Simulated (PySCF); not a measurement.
# SMILES C#CC(C)=C=CF, C6H5F

Geometry:
```tsv
atom	x (Å)	y (Å)	z (Å)
C1	-2.359	1.680	0.442
C2	-1.547	0.787	0.316
C3	-0.631	-0.303	0.166
C4	-1.218	-1.685	0.029
C5	0.672	-0.078	0.153
C6	1.957	0.147	0.088
F7	2.760	0.156	1.154
H8	-3.065	2.482	0.555
H9	-1.828	-1.925	0.914
H10	-1.881	-1.729	-0.849
H11	-0.428	-2.439	-0.077
H12	2.490	0.351	-0.848
```

Theory: quadratic response CAM-B3LYP/def2-TZVPD first hyperpolarisability, Taylor convention, gas phase in PySCF. Geometry: PBE0-D3(BJ)/def2-SVP.

Q: Give the tensor of the second harmonic β(−2ω;ω,ω) at 1064 nm in the axes of these coordinates.

A: In au, Taylor convention; rows are the first index (the induced dipole):
```
      xx     yy     zz    xy     xz     yz
x  -17.3   -1.3  +44.2  +6.5  +45.4   -0.5
y  +11.1   -3.3   -0.9  -1.4   -0.8  +13.2
z  +44.1  +13.1  +18.2  -0.8  +43.2   -0.7
```
Norm of βᵢ = ⅓ Σⱼ (βᵢⱼⱼ + βⱼᵢⱼ + βⱼⱼᵢ): 80.5 au, hyper-Rayleigh value 41.7 au.
